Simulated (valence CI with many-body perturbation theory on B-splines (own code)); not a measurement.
## Questions on Cu²²⁺

Computed by relativistic CI+MBPT: five valence electrons over a frozen Dirac-Fock core [He], radial functions for each j: 9 s, 9 p, 8 d, 6 f, 3 g, 1 h, with the one-electron correlation potential Σ1, the two-electron term Σ2, the three-electron term Σ3, Breit, model QED; selected CI, second order for the rest (own B-spline code, finite nucleus).

No measured levels were compared; by estimate levels of excited configurations hold to 0.05 to 0.15 % of their energy, terms of the ground configuration to about 0.5 %. Among the levels kept, up to 2100 cm⁻¹ of a level comes from second order outside the variational space, and about a tenth of that is noise between levels of different J, which matters for small intervals.

Names give the largest LS component (configuration and term), which can be under half, so a name can repeat, a term be missing and a line seem to break the LS rules; names also repeat where a configuration has a term twice.

Rates and lifetimes use the calculated energies. Strong lines usually hold to 10 to 20 %, long lifetimes can be off by a factor of two.

**Question.** What is the ground level?

**Answer.** 2s²2p³ ⁴S°_3/2, composition 76 % 2s²2p³ ⁴S° + 18 % 2s²2p³ ²P° + 6 % 2s²2p³ ²D°, g = 1.804.

**Question.** What are the static dipole polarisabilities of the lowest levels?

**Answer.** 2s²2p³ ⁴S°_3/2 0.00676 (tensor 0.00024); 2s²2p³ ²D°_3/2 0.00634 (tensor 0.0012); 2s²2p³ ²D°_5/2 0.00630 (tensor 0.00045); 2s²2p³ ²P°_1/2 0.00558 bohr³, of which the core gives 1.28e-05.

**Question.** How well does LS coupling describe the low levels?

**Answer.** Among the lowest 20 levels the leading LS term, summed over configurations, holds 83 % on average. For single configurations the figures are 82 % in LS and 81 % in jj coupling. Terms mix most in the J = 3/2 level at 86.213 Ry, where the leading one holds 56 %.

**Question.** Where does the other parity begin?

**Answer.** At 2s2p⁴ ⁴P_5/2, 8.206 Ry.

**Question.** Among levels below 94.354 Ry, which E1 lines absorb most strongly from the ground level?

**Answer.** to 2s²2p²3d ⁴P_3/2 at 0.9944 nm, f = 0.464; to 2s²2p²3d ⁴D_5/2 at 0.9957 nm, f = 0.401; to 2s²2p²3d ⁴P_1/2 at 0.9936 nm, f = 0.227.
